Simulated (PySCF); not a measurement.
## `FC(S(C=C)(=O)=O)(F)F`, C₃H₃F₃O₂S

Geometry:
```json
{"atom": "C1", "x (Å)": "1.967", "y (Å)": "-0.011", "z (Å)": "0.432"}
{"atom": "C2", "x (Å)": "1.003", "y (Å)": "-0.664", "z (Å)": "-0.177"}
{"atom": "S3", "x (Å)": "-0.316", "y (Å)": "0.269", "z (Å)": "-0.940"}
{"atom": "O4", "x (Å)": "-0.823", "y (Å)": "-0.406", "z (Å)": "-2.089"}
{"atom": "O5", "x (Å)": "0.019", "y (Å)": "1.654", "z (Å)": "-1.018"}
{"atom": "C6", "x (Å)": "-1.644", "y (Å)": "0.119", "z (Å)": "0.410"}
{"atom": "F7", "x (Å)": "-1.180", "y (Å)": "0.660", "z (Å)": "1.537"}
{"atom": "F8", "x (Å)": "-1.887", "y (Å)": "-1.170", "z (Å)": "0.651"}
{"atom": "F9", "x (Å)": "-2.776", "y (Å)": "0.716", "z (Å)": "0.078"}
{"atom": "H10", "x (Å)": "2.787", "y (Å)": "-0.506", "z (Å)": "0.924"}
{"atom": "H11", "x (Å)": "1.954", "y (Å)": "1.068", "z (Å)": "0.439"}
{"atom": "H12", "x (Å)": "0.897", "y (Å)": "-1.729", "z (Å)": "-0.273"}
```

The calculation used TDDFT PBE0/aug-cc-pVDZ excited states, vertical, gas phase (PySCF). Geometry: GFN2-xTB.

Q: Give the one- and two-photon strengths of the lowest singlets.

A: δ for parallel linear polarisation; σ at the peak of a Lorentzian of half width 0.1 eV, single beam; Ω is circular over linear.
```
state  E (eV)      f  photon λ (nm)  δ (au)  σ (GM)     Ω                                main
   S1    5.70  0.003            435    3.63    0.04  1.25                      HOMO→LUMO 0.98
   S2    6.28  0.004            395    1.33    0.02  0.90  HOMO−1→LUMO 0.72, HOMO−2→LUMO 0.26
   S3    6.86  0.003            362    6.12    0.10  0.61                    HOMO−3→LUMO 0.97
   S4    6.93  0.050            358    10.1    0.18  0.72  HOMO−4→LUMO 0.69, HOMO−2→LUMO 0.21
   S5    7.38  0.279            336    7.34    0.15  1.40  HOMO−2→LUMO 0.48, HOMO−4→LUMO 0.28
```

Among these, the strongest one-photon state is S5, the strongest two-photon state S4, with a dipole change of 4.9 D (relaxed, norm of the difference vector).
